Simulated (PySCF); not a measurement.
Input for PySCF: D3(BJ) and D4 dispersion corrections on AlH3OSe (SMILES [OH][AlH][SeH]), a point of a torsion scan.

```python
from pyscf import gto
from pyscf.dispersion import dftd3, dftd4

mol = gto.M(
    atom='''
    O    -1.59444058   -0.31520849    0.02223219
    Al   -0.05229041    0.11122124    0.35999795
    Se    0.96538657   -0.44757357    2.35829599
    H    -2.48193242   -0.56323447   -0.19872783
    H     0.72185254    0.89944189   -0.67988332
    H     2.19904739    0.19715140    1.98475397
    ''',
    basis='def2-svp',
    charge=0, spin=0, verbose=0, max_memory=1800)
d3, d4 = {}, {}
for xc in ['hf', 'pbe', 'blyp', 'revpbe', 'tpss', 'r2scan', 'b3lyp', 'pbe0', 'bhlyp', 'camb3lyp', 'b2plyp']:
    d3[xc] = float(dftd3.DFTD3Dispersion(mol, xc=xc, version='d3bj', atm=False).get_dispersion()['energy'])
    print(f'D3(BJ) {xc:10s} {d3[xc]:14.8f} Eh')
for xc in ['hf', 'pbe', 'blyp', 'revpbe', 'tpss', 'r2scan', 'b3lyp', 'pbe0', 'bhlyp', 'camb3lyp', 'b2plyp']:
    d4[xc] = float(dftd4.DFTD4Dispersion(mol, xc={'camb3lyp': 'cam-b3lyp'}.get(xc, xc), atm=True).get_dispersion()['energy'])
    print(f'D4     {xc:10s} {d4[xc]:14.8f} Eh')
```

Output:

```
D3(BJ) hf            -0.03188814 Eh
D3(BJ) pbe           -0.00365062 Eh
D3(BJ) blyp          -0.00847094 Eh
D3(BJ) revpbe        -0.00855505 Eh
D3(BJ) tpss          -0.00481486 Eh
D3(BJ) r2scan        -0.00101092 Eh
D3(BJ) b3lyp         -0.00710919 Eh
D3(BJ) pbe0          -0.00338238 Eh
D3(BJ) bhlyp         -0.00635188 Eh
D3(BJ) camb3lyp      -0.00345262 Eh
D3(BJ) b2plyp        -0.00373564 Eh
D4     hf            -0.01244511 Eh
D4     pbe           -0.00384533 Eh
D4     blyp          -0.00824799 Eh
D4     revpbe        -0.00994917 Eh
D4     tpss          -0.00514745 Eh
D4     r2scan        -0.00086094 Eh
D4     b3lyp         -0.00630559 Eh
D4     pbe0          -0.00326992 Eh
D4     bhlyp         -0.00559282 Eh
D4     camb3lyp      -0.00339251 Eh
D4     b2plyp        -0.00265605 Eh
```

The run finished.

Cost: about 0.020 core-seconds (a rough figure).
